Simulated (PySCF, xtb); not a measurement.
YCl3, SMILES [Cl][Y]([Cl])[Cl].

GFN2-xTB (xtb) at its own geometry gives an orbital gap of 1.19 eV and a dipole moment of 5.16 D.

Coordinates come from a B3LYP-D3(BJ)/def2-SVP optimisation. The isomer is the one that the SMILES or the coordinates give; other isomers of the formula were not compared. The def2 effective core potentials stand for the cores of Y; spin–orbit coupling is left out.

What does M06-2X/def2-TZVPD (PySCF) give? (An estimate is asked for; the answer gives what the named calculation found.)

gap 7.97 eV (levels -10.44 and -2.47 eV), dipole 0.00 D.
